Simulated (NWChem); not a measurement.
System meant: C₃H₉Bi; SMILES [Bi]([CH3])([CH3])[CH3]

Here is an NWChem input.

```
start job
memory heap 200 mb stack 900 mb global 1100 mb
geometry units angstroms noautoz
  Bi     0.000000     0.000000     0.293773
  C     -1.874074    -0.369066    -0.943860
  H     -2.282405    -1.360810    -0.702175
  H     -1.624350    -0.323095    -2.013013
  H     -2.625602     0.397466    -0.706530
  C      0.617417     1.807529    -0.943860
  H      0.532367     1.568276    -2.013013
  H      1.657017     2.075105    -0.706530
  H     -0.037293     2.657026    -0.702175
  C      1.256658    -1.438463    -0.943860
  H      1.091984    -1.245181    -2.013013
  H      0.968586    -2.472571    -0.706530
  H      2.319698    -1.296216    -0.702175
end
basis spherical
  * library def2-svp
end
dft
  xc pbe0
  iterations 150
  mulliken
end
task dft energy
```

End of the output:

```
          Convergence Information
          -----------------------
          Convergence aids based upon iterative change in
          total energy or number of iterations.
          Levelshifting, if invoked, occurs when the
          HOMO/LUMO gap drops below (HL_TOL):  1.00D-02
          DIIS, if invoked, will attempt to extrapolate
          using up to (NFOCK): 10 stored Fock matrices.

                    Damping( 0%)  Levelshifting(0.5)       DIIS
                  --------------- ------------------- ---------------
          dE  on:    start            ASAP                start
          dE off:    2 iters        150 iters           150 iters

      Screening Tolerance Information
      -------------------------------
          Density screening/tol_rho:  1.00D-10
          AO Gaussian exp screening on grid/accAOfunc:  14
          CD Gaussian exp screening on grid/accCDfunc:  20
          XC Gaussian exp screening on grid/accXCfunc:  20
          Schwarz screening/accCoul:  1.00D-08

      Superposition of Atomic Density Guess
      -------------------------------------

      charge =      83.0 Bi (Bismuth)

      symmetry species            s     p     d     f
      number of basis functions =10     7     6     0
      number of cont. functions = 4     4     2     0
      number of closed shells   = 6     4     3     1
      number of open shells     = 0     1     0     0
      open shell occupation     = 0     3     0     0
 ------------------------------------------------------------------------
 atomscf:atomd: error in atom scf                   0
 ------------------------------------------------------------------------
 ------------------------------------------------------------------------
  current input line :
    26: task dft energy
 ------------------------------------------------------------------------
 ------------------------------------------------------------------------
 This error has not yet been assigned to a category
 ------------------------------------------------------------------------
 For more information see the NWChem manual at https://nwchemgit.github.io

0:atomscf:atomd: error in atom scf:Received an Error in Communication
```

**Question.** What is wrong, and how is it mended?

**Answer.** The program stopped with an error. Cause: the def2 basis of a heavy element holds valence functions alone and wants its effective core potential (without it all electrons must fit into that basis). This input runs:
```
start job
memory heap 200 mb stack 900 mb global 1100 mb
geometry units angstroms noautoz
  Bi     0.000000     0.000000     0.293773
  C     -1.874074    -0.369066    -0.943860
  H     -2.282405    -1.360810    -0.702175
  H     -1.624350    -0.323095    -2.013013
  H     -2.625602     0.397466    -0.706530
  C      0.617417     1.807529    -0.943860
  H      0.532367     1.568276    -2.013013
  H      1.657017     2.075105    -0.706530
  H     -0.037293     2.657026    -0.702175
  C      1.256658    -1.438463    -0.943860
  H      1.091984    -1.245181    -2.013013
  H      0.968586    -2.472571    -0.706530
  H      2.319698    -1.296216    -0.702175
end
basis spherical
  * library def2-svp
end
ecp
  Bi library def2-ecp
end
dft
  xc pbe0
  iterations 150
  mulliken
end
task dft energy
```
It converges to -334.10570 Ha (PBE0/def2-SVP with def2 effective core potentials on Bi).
